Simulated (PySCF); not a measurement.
Method: core-valence-separated Tamm–Dancoff BHandHLYP/aug-pcX-1 (pcseg-1 on H, def2-SVPD on Si) in PySCF, non-relativistic, gas phase, PBE0-D3(BJ)/def2-SVP geometry. No empirical shift is added; at this level the pattern usually sits a few eV under experiment.

Main lines of an unknown, eV (oscillator strength): C K: 283.5 (0.062), 283.8 (0.054), 283.8 (0.071), 283.9 (0.043), 285.5 (0.008); N K: 398.8 (0.007), 400.1 (0.017), 400.1 (0.021), 400.4 (0.011), 400.8 (0.026). Listed: the first five lines at most of each edge with a tenth or more of its strongest line's intensity; roots within 0.03 eV on the same or equivalent atoms are summed. Only the lowest roots were sought, and the top ones are left out.

Task: Which candidate gives them?
A. `N#C[C@@H]1CC[SiH2][SiH2]1`
B. `C#C[C@H]1C[SiH2]N[SiH2]1`
C. `C1CC1[Si@@H](C#N)[SiH3]`
D. `C[Si]1(C#N)C[SiH2]C1`

Result: B. 

- `C#C[C@H]1C[SiH2]N[SiH2]1`: C K: 283.5 (0.062), 283.8 (0.054), 283.8 (0.071), 283.9 (0.043), 285.5 (0.008); N K: 398.8 (0.007), 400.1 (0.017), 400.1 (0.021), 400.4 (0.011), 400.8 (0.026). First C line listed at 283.5 eV, hole on the terminal alkyne carbon (1s→π*); first N line listed at 398.8 eV, hole on the nitrogen bridging silicon atoms.
- `N#C[C@@H]1CC[SiH2][SiH2]1`: C K: 284.0 (0.063), 284.2 (0.064), 285.2 (0.012), 285.7 (0.015), 285.9 (0.012); N K: 397.2 (0.063), 397.5 (0.061). First C line listed at 284.0 eV, hole on the nitrile carbon (1s→π*); first N line listed at 397.2 eV, hole on the nitrile nitrogen (1s→π*).
- `C[Si]1(C#N)C[SiH2]C1`: C K: 283.0 (0.102), 285.2 (0.023), 285.6 (0.072), 285.8 (0.025), 285.9 (0.042); N K: 396.8 (0.124). First C line listed at 283.0 eV, hole on the cyano carbon (1s→π*); first N line listed at 396.8 eV, hole on the cyano nitrogen (1s→π*).
- `N#C[Si@@H]([SiH3])C1CC1`: C K: 283.0 (0.050), 283.1 (0.051), 285.4 (0.015), 285.8 (0.019), 285.9 (0.008); N K: 396.7 (0.062), 396.8 (0.062). First C line listed at 283.0 eV, hole on the cyano carbon (1s→π*); first N line listed at 396.7 eV, hole on the cyano nitrogen (1s→π*).

One conformer each; other structures than these candidates weren't tested.
